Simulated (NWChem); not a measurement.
System: C₃H₉ClSi; SMILES C[Si](C)(Cl)C

The following NWChem deck was run.

```
start job
memory heap 200 mb stack 900 mb global 1100 mb
geometry units angstroms
  C      0.832383    -1.581240     0.898514
  Si     0.000000     0.000000     0.341848
  C      0.953203     1.511484     0.898514
  C     -1.785585     0.069756     0.898514
  Cl     0.000000     0.000000    -1.754262
  H      0.861377    -1.636078     1.999026
  H      0.290550    -2.463918     0.525839
  H      1.866651    -1.633860     0.525655
  H      0.481639     2.433498     0.525655
  H      0.986197     1.564013     1.999026
  H      1.988541     1.483583     0.525839
  H     -1.847574     0.072065     1.999026
  H     -2.348290    -0.799637     0.525655
  H     -2.279091     0.980336     0.525839
end
basis spherical
  * library 6-31g*
end
dft
  xc b3lyp
  iterations 150
end
driver
  maxiter 120
end
task dft optimize
task dft freq
```

Output (shortened):

```
             Northwest Computational Chemistry Package (NWChem) 7.3.0
             --------------------------------------------------------

 C3  symmetry detected

                             Geometry "geometry" -> ""
                             -------------------------

 Output coordinates in angstroms (scale by  1.889725989 to convert to a.u.)

  No.       Tag          Charge          X              Y              Z
 ---- ---------------- ---------- -------------- -------------- --------------
    1 C                    6.0000    -0.93966857     1.51993529    -0.89354452
    2 Si                  14.0000    -0.00000000    -0.00000000    -0.33687852
    3 C                    6.0000     1.78613686     0.05380921    -0.89354452
    4 C                    6.0000    -0.84646829    -1.57374450    -0.89354452
    5 Cl                  17.0000     0.00000000     0.00000000     1.75923148
    6 H                    1.0000    -0.97219230     1.57275684    -1.99405652
    7 H                    1.0000    -1.97521459     1.50127961    -0.52086952
    8 H                    1.0000    -0.45989069     2.43770110    -0.52068552
    9 H                    1.0000     2.34105643    -0.82057353    -0.52068552
   10 H                    1.0000     1.84814352     0.05556481    -1.99405652
   11 H                    1.0000     2.28775358     0.95994621    -0.52086952
   12 H                    1.0000    -0.87595122    -1.62832165    -1.99405652
   13 H                    1.0000    -1.88116573    -1.61712758    -0.52068552
   14 H                    1.0000    -0.31253899    -2.46122582    -0.52086952

 Effective nuclear repulsion energy (a.u.)     298.2045206698

      Symmetry information
      --------------------

 Group name             C3
 Group number              5
 Group order               3
 No. of unique centers     6

                                Z-matrix (autoz)
                                --------

 Units are Angstrom for bonds and degrees for angles

[...]

      ----------------------
      Optimization converged
      ----------------------

  Step       Energy      Delta E   Gmax     Grms     Xrms     Xmax
  ---- ---------------- -------- -------- -------- -------- --------
@    3    -869.51540499 -1.7D-06  0.00017  0.00003  0.00058  0.00154
                                     ok       ok       ok       ok

                                Z-matrix (autoz)
                                --------

 Units are Angstrom for bonds and degrees for angles

[...]

 Rotational Constants
 --------------------
 A=   0.102651 cm-1  (  0.147689 K)
 B=   0.071236 cm-1  (  0.102490 K)
 C=   0.071236 cm-1  (  0.102490 K)

 Temperature                      =   298.15K
 frequency scaling parameter      =   1.0000

 Zero-Point correction to Energy  =   71.169 kcal/mol  (  0.113414 au)
 Thermal correction to Energy     =   76.567 kcal/mol  (  0.122017 au)
 Thermal correction to Enthalpy   =   77.159 kcal/mol  (  0.122960 au)

 Total Entropy                    =   86.576 cal/mol-K
   - Translational                =   39.930 cal/mol-K (mol. weight = 108.0162)
   - Rotational                   =   25.334 cal/mol-K (symmetry #  =        3)
   - Vibrational                  =   21.311 cal/mol-K

 Cv (constant volume heat capacity) =   29.253 cal/mol-K
   - Translational                  =    2.979 cal/mol-K
   - Rotational                     =    2.979 cal/mol-K
   - Vibrational                    =   23.294 cal/mol-K

[normal modes left out]

 ----------------------------------------------------------------------------
 Normal Eigenvalue ||           Projected Infra Red Intensities
  Mode   [cm**-1]  || [atomic units] [(debye/angs)**2] [(KM/mol)] [arbitrary]
 ------ ---------- || -------------- ----------------- ---------- -----------
    1       -0.000 ||    0.000171           0.004         0.167       0.103
    2        0.000 ||    0.000640           0.015         0.624       0.386
    3        0.000 ||    0.000381           0.009         0.372       0.230
    4        0.000 ||    0.000886           0.020         0.864       0.534
    5        0.000 ||    0.000207           0.005         0.201       0.125
    6        0.000 ||    0.000361           0.008         0.352       0.218
    7      145.958 ||    0.000000           0.000         0.000       0.000
    8      162.873 ||    0.000000           0.000         0.000       0.000
    9      162.874 ||    0.000000           0.000         0.000       0.000
   10      172.259 ||    0.000595           0.014         0.580       0.358
   11      172.265 ||    0.000595           0.014         0.580       0.358
   12      220.400 ||    0.000654           0.015         0.638       0.394
   13      231.321 ||    0.005677           0.131         5.535       3.421
   14      231.323 ||    0.005678           0.131         5.535       3.421
   15      471.109 ||    0.054107           1.248        52.746      32.606
   16      625.947 ||    0.033608           0.775        32.763      20.253
   17      700.422 ||    0.007596           0.175         7.405       4.578
   18      700.424 ||    0.007597           0.175         7.406       4.578
   19      710.793 ||    0.000000           0.000         0.000       0.000
   20      788.289 ||    0.022093           0.510        21.537      13.313
   21      788.291 ||    0.022093           0.510        21.538      13.314
   22      895.137 ||    0.101913           2.351        99.350      61.414
   23      895.138 ||    0.101913           2.351        99.350      61.414
   24      898.856 ||    0.169810           3.918       165.539     102.330
   25     1331.686 ||    0.034746           0.802        33.872      20.938
   26     1331.687 ||    0.034746           0.802        33.872      20.938
   27     1341.333 ||    0.007261           0.168         7.078       4.376
   28     1480.908 ||    0.000000           0.000         0.000       0.000
   29     1487.839 ||    0.000018           0.000         0.018       0.011
   30     1487.839 ||    0.000018           0.000         0.018       0.011
   31     1494.834 ||    0.004100           0.095         3.996       2.470
   32     1494.834 ||    0.004099           0.095         3.996       2.470
   33     1506.506 ||    0.007431           0.171         7.244       4.478
   34     3043.825 ||    0.002445           0.056         2.383       1.473
   35     3043.826 ||    0.002445           0.056         2.384       1.474
   36     3046.307 ||    0.006097           0.141         5.944       3.674
   37     3115.545 ||    0.001428           0.033         1.393       0.861
   38     3115.546 ||    0.001429           0.033         1.393       0.861
   39     3118.195 ||    0.028538           0.658        27.820      17.197
   40     3130.142 ||    0.000002           0.000         0.002       0.001
   41     3131.200 ||    0.012792           0.295        12.471       7.709
   42     3131.201 ||    0.012792           0.295        12.470       7.708
 ----------------------------------------------------------------------------
```

Level: B3LYP/6-31G* (spherical d).
